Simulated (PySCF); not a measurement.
Computed properties of C3H3ClF2, SMILES [C@]1([C@@H](C1)F)(Cl)F

C3H3ClF2, SMILES C1[C@H]([C@]1(F)Cl)F. The structure is a stationary point at PBE0-D3(BJ)/def2-SVP. The structure was generated by enumeration; whether it is a known compound was not checked. Other conformers were not sampled. All values are computed for the isolated molecule unless a solvent is named; none is compared with measurement here.

**Structure.** All 21 harmonic modes at PBE0-D3(BJ)/def2-SVP (PySCF) are real, so it is a minimum. With heavy atoms numbered as in [F:1][C@@H:2]1[CH2:3][C@@:4]1([F:5])[Cl:6], the shortest bond between them is C4–F5 at 1.338 Å and the longest C4–Cl6 at 1.751 Å.

**Vibrations.** The strongest infrared lines (harmonic, unscaled, degenerate partners summed) lie at 1173 cm⁻¹ (146 km/mol, C 67 %, H 24 %, F 8 %), 1512 cm⁻¹ (79 km/mol, C 77 %, H 19 %), 974 cm⁻¹ (58 km/mol, C 60 %, H 32 %). The softest mode is at 184 cm⁻¹ and the zero-point energy is 35.7 kcal/mol.

**Electronic structure.** ωB97X/def2-TZVP (PySCF) places the frontier levels at -10.59 and 2.48 eV, a gap of 13.07 eV, and gives a dipole moment of 2.22 D and a mean polarisability of 45.8 bohr³. PBE/def2-TZVP (PySCF) at the same geometry gives -6.71 and -0.90 eV, so its gap is 7.26 eV narrower. An orbital gap is neither the optical nor the fundamental gap.

**Excitations.** TDA-B3LYP/def2-SVPD (PySCF) has S1 at 6.56 eV (189 nm, f = 0.001, dark); the most intense of the 10 singlets computed lies at 8.61 eV (f = 0.05). T1 (TDA) is at 5.98 eV, 0.58 eV under S1. TDA-PBE/def2-SVPD (PySCF) puts S1 at 6.06 eV. No vertical singlet excitation falls in the visible range (under 3.1 eV).

**NMR.** GIAO shifts at B3LYP/pcSseg-1 (PySCF) (non-relativistic, atoms alike by connectivity averaged): ¹³C from 27.7 to 98.6 ppm against TMS; ¹H from 1.7 to 4.6 ppm against TMS; ¹⁹F from -241.3 to -186.1 ppm against CFCl3. Without spin–orbit terms, shifts of atoms bonded to Cl or Br come out too high.
